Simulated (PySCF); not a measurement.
**An isoelectronic set: 50 electrons**

r²SCAN in PySCF with def2-SVPD on every atom (core potentials on Rb, Sr, Sn), for the lowest determinant that a PBE0 search found; no spin–orbit coupling. All have 50 electrons, 4 of them in the valence shells, and the same state, a singlet (closed shell). For ions De leads to the atom and ion picked by measured ionisation energies and electron affinities.

| species | difference of nuclear charges | Re (Å) | ωe (cm⁻¹) | k (mdyn/Å) | De (eV) | dissociates to |
| --- | --- | --- | --- | --- | --- | --- |
| RbMg⁻ | 25 | 4.447 | 55.5 | 0.0339 | 0.29 | Rb⁻ + Mg |
| NaSr⁻ | 27 | 4.170 | 78.3 | 0.0658 | n/a | Na⁻ + Sr |
| SrMg | 26 | 4.025 | 80.9 | 0.0727 | 0.17 | Sr + Mg |
| SnH⁺ | 49 | 1.770 | 1806 | 1.92 | 2.72 | Sn⁺ + H |

**Question.** Which member of the whole set has the stiffest bond, and how does it compare with the softest?

**Answer.** SnH⁺ with k = 1.92 mdyn/Å, 57 times that of RbMg⁻.

Closed-shell solutions of metal pairs were not tested for spin polarisation, which can lower them a little. Weak bonds: RbMg⁻, SrMg. Basis-set superposition, not corrected here, can be much of De in a small basis, most of all at correlated wavefunction levels. Spin–orbit coupling is left out, which matters for elements this heavy, above all for dissociation energies. For an ion De counts to the pair picked by the measured ionisation energies or electron affinities, which need not be the lowest pair at this level. The highest Kohn–Sham level is positive in some of these anions. Much of that is self-interaction error, but it also means that the finite basis helps to hold the extra electron.
